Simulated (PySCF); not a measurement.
PySCF input (TPSSh/def2-TZVPD):

```python
from pyscf import gto, scf, dft

mol = gto.M(
    atom='''
    Si    1.28056463    0.42424182   -0.21796127
    F     1.32445643    0.54455759    1.34908842
    O    -0.10261074   -0.65291675   -0.50139912
    Si   -1.85504285   -0.32821178   -0.17122528
    H     2.39581375   -0.34588655   -0.76405107
    H     0.87105566    1.67736253   -0.84340313
    H    -1.77497499    1.09393675    0.17517385
    H    -2.49876627   -0.64016957   -1.45054011
    H    -2.17238827   -1.23777575    0.93329376
    H     0.12273304   -1.56957226   -0.73246446
    ''',
    basis='def2-tzvpd',
    charge=1,
    spin=0,
    verbose=4,
)

mf = dft.RKS(mol, xc='tpssh').density_fit(auxbasis='def2-universal-jkfit')
mf.grids.level = 3
mf.conv_tol = 1e-9
mf.max_cycle = 100
mf.max_memory = 1500
mf.kernel()
if not mf.converged:
    mf = mf.newton()
    mf.kernel(mf.make_rdm1())
mf.analyze()
```

End of the output:

```
Extra cycle  E= -757.633177596458  delta_E= 5.68e-13  |g|= 2.85e-06  |ddm|= 3.69e-06
converged SCF energy = -757.633177596458
**** SCF Summaries ****
Total Energy =                        -757.633177596457926
Nuclear Repulsion Energy =             238.938931082543974
One-electron Energy =                -1514.186094448345784
Two-electron Energy =                  517.613985769343913
Two-electron Coulomb Energy =          580.669929144075581
DFT Exchange-Correlation Energy =      -63.055943374731719
HOMO-LUMO gap [eV] =                     7.965781357311343
**** MO energy ****
MO #1   energy= -66.2474835485212  occ= 2
MO #2   energy= -66.2190916272459  occ= 2
MO #3   energy= -24.7892519471429  occ= 2
MO #4   energy= -19.3589576695987  occ= 2
MO #5   energy= -5.47313365714541  occ= 2
MO #6   energy= -5.44886203975148  occ= 2
MO #7   energy= -3.82409130446284  occ= 2
MO #8   energy= -3.8202746434529   occ= 2
MO #9   energy= -3.81653950276567  occ= 2
MO #10  energy= -3.80071768358254  occ= 2
MO #11  energy= -3.79321432621118  occ= 2
MO #12  energy= -3.7929125190977   occ= 2
MO #13  energy= -1.36261876509271  occ= 2
MO #14  energy= -1.28100273059275  occ= 2
MO #15  energy= -0.809310341500215 occ= 2
MO #16  energy= -0.790482547448952 occ= 2
MO #17  energy= -0.698779075646489 occ= 2
MO #18  energy= -0.655416605602179 occ= 2
MO #19  energy= -0.647834710083257 occ= 2
MO #20  energy= -0.620499707108431 occ= 2
MO #21  energy= -0.602516684098645 occ= 2
MO #22  energy= -0.589712698731947 occ= 2
MO #23  energy= -0.54936691633701  occ= 2
MO #24  energy= -0.536711107088878 occ= 2
MO #25  energy= -0.532099714622156 occ= 2
MO #26  energy= -0.239362646710341 occ= 0
MO #27  energy= -0.187504042056026 occ= 0
MO #28  energy= -0.169796475333993 occ= 0
MO #29  energy= -0.153088583923255 occ= 0
MO #30  energy= -0.147605538781669 occ= 0
MO #31  energy= -0.142439406518172 occ= 0
MO #32  energy= -0.136512781667341 occ= 0
MO #33  energy= -0.116833792714128 occ= 0
MO #34  energy= -0.103031059978036 occ= 0
MO #35  energy= -0.0806281342227428 occ= 0
MO #36  energy= -0.074307171399856 occ= 0
MO #37  energy= -0.0591630731230928 occ= 0
MO #38  energy= -0.0581873291490727 occ= 0
MO #39  energy= -0.0537081991479886 occ= 0
MO #40  energy= -0.0446489430227521 occ= 0
MO #41  energy= -0.0342439531610406 occ= 0
MO #42  energy= -0.0241952569430037 occ= 0
MO #43  energy= -0.0168689500244377 occ= 0
MO #44  energy= -0.0143104944733532 occ= 0
MO #45  energy= 0.00908531680517499 occ= 0
MO #46  energy= 0.0171488703036633 occ= 0
MO #47  energy= 0.0244452617110904 occ= 0
MO #48  energy= 0.0290044285463171 occ= 0
MO #49  energy= 0.0333886178173872 occ= 0
MO #50  energy= 0.0393575433528865 occ= 0
MO #51  energy= 0.0430811451536002 occ= 0
MO #52  energy= 0.0530404799467841 occ= 0
MO #53  energy= 0.0641829117409582 occ= 0
MO #54  energy= 0.0729499652941414 occ= 0
MO #55  energy= 0.0806454611388632 occ= 0
MO #56  energy= 0.0878705081295541 occ= 0
MO #57  energy= 0.0927086876799812 occ= 0
MO #58  energy= 0.103513726489666  occ= 0
MO #59  energy= 0.107046012257806  occ= 0
MO #60  energy= 0.11481676071608   occ= 0
MO #61  energy= 0.121810360208558  occ= 0
MO #62  energy= 0.130695954645772  occ= 0
MO #63  energy= 0.138015717567727  occ= 0
MO #64  energy= 0.145014552158918  occ= 0
MO #65  energy= 0.163998474738777  occ= 0
MO #66  energy= 0.166958676606888  occ= 0
MO #67  energy= 0.172984913427909  occ= 0
MO #68  energy= 0.186866210262367  occ= 0
MO #69  energy= 0.195588729850791  occ= 0
MO #70  energy= 0.197780209242443  occ= 0
MO #71  energy= 0.20602135282447   occ= 0
MO #72  energy= 0.21281689012335   occ= 0
MO #73  energy= 0.230340879779205  occ= 0
MO #74  energy= 0.237234199266902  occ= 0
MO #75  energy= 0.245247871359538  occ= 0
MO #76  energy= 0.255679033085869  occ= 0
MO #77  energy= 0.270988060474163  occ= 0
MO #78  energy= 0.279433309685563  occ= 0
MO #79  energy= 0.283445794958129  occ= 0
MO #80  energy= 0.287576760504474  occ= 0
MO #81  energy= 0.306134079626958  occ= 0
MO #82  energy= 0.313139886383209  occ= 0
MO #83  energy= 0.317348703837074  occ= 0
MO #84  energy= 0.330040146798691  occ= 0
MO #85  energy= 0.338326562444147  occ= 0
MO #86  energy= 0.357298866684105  occ= 0
MO #87  energy= 0.365630837196128  occ= 0
MO #88  energy= 0.372072341438276  occ= 0
MO #89  energy= 0.380943689523557  occ= 0
MO #90  energy= 0.392424584089553  occ= 0
MO #91  energy= 0.397783268392697  occ= 0
MO #92  energy= 0.414329270303401  occ= 0
MO #93  energy= 0.428182925005368  occ= 0
MO #94  energy= 0.455507206799403  occ= 0
MO #95  energy= 0.47958521161406   occ= 0
MO #96  energy= 0.485896804801791  occ= 0
MO #97  energy= 0.502475106073856  occ= 0
MO #98  energy= 0.516322187371127  occ= 0
MO #99  energy= 0.516856968243398  occ= 0
MO #100 energy= 0.546024748197881  occ= 0
MO #101 energy= 0.568716160652864  occ= 0
MO #102 energy= 0.591345237103381  occ= 0
MO #103 energy= 0.616262173414638  occ= 0
MO #104 energy= 0.625789330721784  occ= 0
MO #105 energy= 0.649083256004746  occ= 0
MO #106 energy= 0.652869275898941  occ= 0
MO #107 energy= 0.707537290951202  occ= 0
[...]
```

It need not be the lowest isomer of its formula.
